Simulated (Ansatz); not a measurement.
vinyl chloride (C2H3Cl), singlet, geometry from GFN2-xTB; SC-NEVPT2/6-31G, CASSCF(4,4) (Ansatz, a quantum-chemistry and plane-wave program).

Here is a job for Ansatz.
Ansatz 0.2 input:
```yaml
crystal:
  periodic: [false, false, false]
  atoms:
    - {symbol: C, position_ang: [-0.00166171, 0.75402237, -0.00088725]}
    - {symbol: C, position_ang: [1.28837330, 1.02145870, -0.01345388]}
    - {symbol: Cl, position_ang: [-0.62447944, -0.84989830, 0.00694605]}
    - {symbol: H, position_ang: [-0.77301421, 1.50855401, 0.00553160]}
    - {symbol: H, position_ang: [2.03491225, 0.24685501, -0.01961314]}
    - {symbol: H, position_ang: [1.63398290, 2.03997571, -0.01795455]}
basis:
  gaussian:
    orbitals: 6-31G
magnetization: {spin_polarized: false}
correlation: {method: sc_nevpt2, electrons: all, active_space: {window: {electrons: 4, orbitals: 4}}}
```

It wrote (shortened):

```
Functional definition: HF
491 factors; integrals over basis functions are off by at most 2.6e-4 eV
mean field evaluation 1: about -14608.1355 eV, gradient 1.8e1 eV
mean field evaluation 2: about -14608.1394 eV, gradient 1.8e1 eV
mean field evaluation 4: about -14609.1990 eV, gradient 2.1e0 eV
mean field evaluation 8: about -14609.2194 eV, gradient 7.3e-3 eV
mean field -14609.21940889 eV, -536.8789107920 hartree, gradient 2.9e-6 eV, S^2 0.000000; 0 other end points of the search recorded, 0 dependent functions left out; unrestricted orbitals would lower it
reference -14609.21940889 eV, -536.8789107920 hartree; 16, 16 occupied and 21, 21 virtual orbitals, 491 factors
state -14610.75234799 eV, -536.9352452651 hartree
state -14610.75234799 eV, -536.9352452651 hartree; corrected -14615.33841353 eV, -537.1037800649 hartree
state -14610.58682431 eV, -536.9291623819 hartree
state -14610.58682431 eV, -536.9291623819 hartree; corrected -14615.49007028 eV, -537.1093533477 hartree
state -14610.58682431 eV, -536.9291623819 hartree; corrected -14615.49007028 eV, -537.1093533477 hartree
WARN: the results are in doubt because another end's mean lies 0.166 eV lower, and its corrected mean 0.152 eV higher
Total energy: -14615.49007028 eV, -537.1093533477 hartree
In doubt: another end's mean lies 0.166 eV lower, and its corrected mean 0.152 eV higher
```
